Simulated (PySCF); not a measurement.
Start geometry of `CBNCC` from a GFN2-xTB structure with every atom displaced at random (by about 0.01 Å) (Å):
```
atom  x, y, z in Å
C1    -2.5447    0.3463    0.1567
B2    -1.2296   -0.3959    0.5136
N3    -0.0781   -0.1041   -0.1714
C4     1.2891   -0.6680    0.0334
C5     2.2617    0.3766    0.4825
H6    -2.9629    0.9049    1.0172
H7    -2.4375    1.0973   -0.6485
H8    -3.3252   -0.3228   -0.1587
H9    -1.1989   -1.2070    1.3745
H10   -0.0549    0.6060   -0.8724
H11    1.5990   -1.1309   -0.8885
H12    1.1792   -1.4533    0.7984
H13    2.3350    1.1770   -0.2658
H14    3.2226   -0.0685    0.6568
H15    1.9299    0.8251    1.4253
```

Question: What comes out of this run: PBE0-D3(BJ)/def2-SVP geometry optimisation, gas phase (PySCF)?

Answer: 
```
atom  x, y, z in Å
C1    -2.5251    0.2575    0.0206
B2    -1.1883   -0.5083    0.3461
N3    -0.0041   -0.2556   -0.3448
C4     1.2906   -0.8637   -0.1393
C5     2.3452    0.1245    0.3316
H6    -2.9156    0.7484    0.9277
H7    -2.4325    1.0213   -0.7683
H8    -3.3067   -0.4578   -0.2887
H9    -1.1480   -1.3553    1.2184
H10   -0.0070    0.4561   -1.0701
H11    1.6329   -1.3516   -1.0711
H12    1.1654   -1.6659    0.6033
H13    2.4874    0.9373   -0.3991
H14    3.3183   -0.3721    0.4686
H15    2.0517    0.5815    1.2888
```

The energy falls by 15.0 kJ/mol over 6 energy and gradient evaluations, the largest force component goes from 0.0443 to 3.8e-04 Eh/bohr, and the atoms move by 0.049 Å rms after alignment. The bond that changes most is N3–C4 (boron-bound nitrogen to sp3 carbon bound to nitrogen), which shortens by 0.048 Å. Bonds longer at the end by more than 0.005 Å: 9 of 14; shorter: 1. Among the angles that change most is C4–N3–H10, from 110.1° to 113.5°. Rotational constants go from 16252, 2115, 2051 to 16290, 2074, 2018 MHz. The orientation of the end geometry is arbitrary; only internal coordinates are fixed.

The run used 120 basis functions and 37 SCF cycles in all. The run took 25 s wall on an Arm Neoverse V2 with one thread, no GPU, on a shared host, and the process peaked at 0.49 GiB of memory.

No frequency check. One conformer, not necessarily the lowest.
